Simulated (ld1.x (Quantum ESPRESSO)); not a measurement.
# Configuration tests for N (Z = 7) (RRKJ)

nitrogen (N), norm-conserving RRKJ (Kleinman–Bylander form), made with ld1.x (Quantum ESPRESSO) 7.5 (LDA (PZ), scalar-relativistic). Core none, reference 1s2 2s2 2p1.5 (charge +1.5). Waves: 2p (bound): rc 2.15 bohr; 1s (bound): rc 0.30 bohr. Local part: the s channel. Core correction: none.

Occupied shells without a wave of their own: 2s. They enter only through the test configuration that unscreens the potential.

Energies are relative to the spin-unpolarised reference configuration 1s2 2s2 2p1.5; without spin polarisation the order of configurations can differ from experiment. Spin-polarised rows fill each open shell by Hund’s rule, majority spin first. Not all tests gave a result: 3 of 9 tests not solved or not reliable. Left out of the table: 1s2 2s2 2p3 (solver errors, printed error -239 eV); 1s1 2s2 2p3 (solver errors, printed error -222 eV); 1s2 2s2 2p3 (spin-polarised) (solver errors, printed error -192 eV).

(1) Give the all-electron excitation energy and the error of the potential for: 1s2 2s2 2p2; 1s2 2s2 2p1; 1s2 2s1 2p0; 1s2 2s1 2p4; 1s2 2s2 2p0; 1s2 2s2 2p1.5 (spin-polarised).

A Bessel basis up to 400 Ry misses an occupied level by 0.79 Ry, so cutoffs and ghosts were not judged. The potential misses its own reference levels by up to 0.3 eV.

Results:

(1)

```csv
valence configuration,charge,ΔE all-electron (eV),error AE − PS (meV)
1s2 2s2 2p2,+1,-12.384,+77
1s2 2s2 2p1,+2,16.586,+118
1s2 2s1 2p0,+4,141.224,+2745
1s2 2s1 2p4,0,-14.912,+889
1s2 2s2 2p0,+3,63.751,+1230
1s2 2s2 2p1.5 (spin-polarised),+1.5,-1.087,-8.7
```

The 2s level has no wave, so the channel is fitted at the deeper level alone: the likely source of the large errors.
